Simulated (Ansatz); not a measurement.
```xyz
8

F    -1.262   -1.312   -0.608
B    -1.351   -0.089   -0.142
F    -2.520    0.484   -0.013
O    -0.254    0.640    0.227
C     1.017    0.180    0.150
F     1.192   -0.903    0.903
F     1.351   -0.127   -1.100
F     1.828    1.127    0.582
```

Charge 0, multiplicity 1.

Task: List the PBE0/def2-TZVPP orbital energies in eV (Ansatz). (Best estimate.)

Result: Ansatz gave: Occupied: -675.69, -675.69, -675.68, -675.28, -675.19, -525.07, -287.02, -188.92, -37.99, -35.51, -35.27, -35.23, -34.73, -31.37, -21.05, -18.85, -17.93, -17.91, -16.92, -16.02, -15.04, -14.68, -14.19, -14.13, -13.33, -13.28, -13.20, -13.11, -12.71, -12.45, -11.89, -11.54. Lowest empty: 0.48, 0.60, 2.83, 2.96, 3.16, 4.31, 4.51, 5.06.
